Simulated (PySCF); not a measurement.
Bonding in nitrosobenzene

Nitrosobenzene, C₆H₅NO.
SMILES with atom numbers: `[O:1]=[N:2][c:3]1[cH:4][cH:5][cH:6][cH:7][cH:8]1` (hydrogens: H9 on C4; H10 on C5; H11 on C6; H12 on C7; H13 on C8)

Structure used (PBE0-D3(BJ)/def2-SVP), in Å, numbered top down from 1:
```xyz
13
C6H5NO angstrom
O     -2.317   -2.247    0.109
N     -2.268   -1.089   -0.209
C     -0.979   -0.474   -0.091
C     -0.917    0.872   -0.454
C      0.297    1.549   -0.368
C      1.432    0.872    0.079
C      1.363   -0.479    0.441
C      0.156   -1.159    0.358
H     -1.833    1.357   -0.798
H      0.361    2.603   -0.649
H      2.385    1.402    0.147
H      2.261   -0.994    0.789
H      0.054   -2.211    0.629
```

Bond orders from the PBE0/pcSseg-1 density (PySCF). Isolated species at its PBE0-D3(BJ)/def2-SVP geometry (one conformer only).

(1) Where do the orders between heavy atoms depart from those drawn in the SMILES?

(2) Give the Mayer order of every bond, beside its length.

Results:

(1) The largest departure is 0.273, at O1–N2 (drawn double, 1.727), counting aromatic bonds as 1.5. The bonds drawn aromatic range from 1.30 to 1.45.

(2) 
| bond | drawn as | length (Å) | Mayer order |
| --- | --- | --- | --- |
| O1–N2 | double | 1.202 | 1.727 |
| N2–C3 | single | 1.434 | 1.066 |
| C3–C4 | aromatic | 1.396 | 1.369 |
| C4–C5 | aromatic | 1.392 | 1.420 |
| C5–C6 | aromatic | 1.395 | 1.438 |
| C6–C7 | aromatic | 1.400 | 1.401 |
| C7–C8 | aromatic | 1.387 | 1.449 |
| C8–C3 | aromatic | 1.400 | 1.298 |
| C4–H9 | single | 1.092 | 0.951 |
| C5–H10 | single | 1.092 | 0.962 |
| C6–H11 | single | 1.093 | 0.964 |
| C7–H12 | single | 1.093 | 0.961 |
| C8–H13 | single | 1.092 | 0.939 |

Bonds between the same two heavy elements. C–C: lowest C8–C3 (1.298, 1.400 Å), highest C7–C8 (1.449, 1.387 Å); in 1 of the 15 pairs the longer bond (by over 0.003 Å) has the higher order (by 0.02 or more).

**Question.** Sum the orders of all bonds at each heavy atom with more than one neighbour and set the sums beside the valence in the SMILES.

**Answer.** N2 2.793 (drawn 3), C3 3.733 (drawn 4), C4 3.740 (drawn 4), C5 3.820 (drawn 4), C6 3.803 (drawn 4), C7 3.811 (drawn 4), C8 3.686 (drawn 4). Orders between atoms that aren't bonded are not in these sums.

The Mayer order sums products of elements of PS (density times overlap matrix) between the two atoms' basis functions, so it depends on the basis set.

These values come from a run that also computed NMR shieldings. Hardware: an Arm Neoverse V1 with one thread (shared host). Cost: 20 s of wall time.
